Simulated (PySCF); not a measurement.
Br₃In, charge -1, doublet, geometry from GFN2-xTB (such geometries of metal compounds can be far from the true shape) (a state made from the parent by changing its charge; the spin is typed, not shown lowest) (all electrons, no relativity). Base run: PySCF with M06L/3-21G.

The PySCF input:
```python
from pyscf import gto, scf, dft

mol = gto.Mole()
mol.atom = '''
    In   -0.242139    0.266328    0.544299
    Br   -1.919181   -1.622699   -0.424872
    Br    0.107088    2.147793   -1.368373
    Br    2.151088   -0.897952    1.031226
'''
mol.basis = '3-21g'
mol.charge = -1
mol.spin = 1
mol.verbose = 5
mol.build()

mf = dft.UKS(mol)
mf.xc = 'm06l'
mf.kernel()
```

The base run was repeated with changes; each row names its change, and settings that it needs were set with it.

| change | ΔE vs base (mEh) | grid points | electrons on the grid |
|---|---|---|---|
| base | 0.000 | 83152 | 155.00000 |
| grids.level = 1 | -19.912 | 30088 | 155.00000 |
| grids.atom_grid = (99, 590) | 0.900 | 113784 | 155.00000 |
| grids.atom_grid = (150, 974) | 0.726 | 281904 | 155.00001 |
| grids.level = 4 | 0.602 | 122688 | 155.00000 |
| grids.radi_method = gauss_chebyshev | -0.213 | 82024 | 155.00000 |
| grids.level = 7 | 0.727 | 350776 | 155.00000 |
| grids.level = 5 | 0.740 | 181536 | 155.00000 |
| grids.prune = off | -0.002 | 158416 | 155.00000 |
| grids.atom_grid = (50, 194) | 118.4 | 24568 | 155.00002 |
| grids.atom_grid = (30, 110) | -70.529 | 9768 | 154.98780 |

Open shells are given as the SCF converged; they aren't shown to be the lowest states, and a large step between rows can be another state.
